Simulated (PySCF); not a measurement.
Compound: 3-chlorophenol, C6H5ClO.
Z-matrix (Å and degrees, PBE0-D3(BJ)/def2-TZVP geometry), rows numbered from 1:
```
O 
C   1  1.3536
C   2  1.3903  1  117.65
C   3  1.3829  2  119.38  1   179.98
C   4  1.3881  3  121.36  2     0.00
C   5  1.3838  4  118.27  3     0.01
Cl  6  1.7286  5  119.60  4   180.00
C   6  1.3856  5  121.66  4    -0.01
H   1  0.9612  2  109.56  3   179.85
H   3  1.0825  2  119.08  1    -0.03
H   4  1.0837  3  119.38  2  -179.98
H   5  1.0814  4  121.48  3   179.96
H   8  1.0843  2  120.98  1    -0.04
```

Level: wB97X-D/pcSseg-2 in PySCF, non-relativistic, on one gas-phase PBE0-D3(BJ)/def2-TZVP geometry that isn't relaxed in the solvent. The solvent is an IEF-PCM continuum (van der Waals radii × 1.2). Only the electrostatic response of the medium enters.

Gas phase at wB97X-D/pcSseg-2: HOMO -8.55 eV, LUMO 1.09 eV, dipole 0.94 D.

Task: What does the continuum do to the energy, the frontier levels and the dipole at wB97X-D/pcSseg-2 in chloroform?

Result: 
| solvent | ε | E(solvent) − E(gas) (kcal/mol) | polarisation term (kcal/mol) | distortion of the solute (kcal/mol) | HOMO (eV) | LUMO (eV) | dipole (D) |
| --- | --- | --- | --- | --- | --- | --- | --- |
| chloroform | 4.711 | -4.46 | -4.90 | 0.44 | -8.50 | 1.16 | 1.18 |

The first energy column is the sum of the next two and covers electrostatics alone.

Note: wB97X-D ran without an empirical dispersion term, which enters the total energy and its gradient alone.
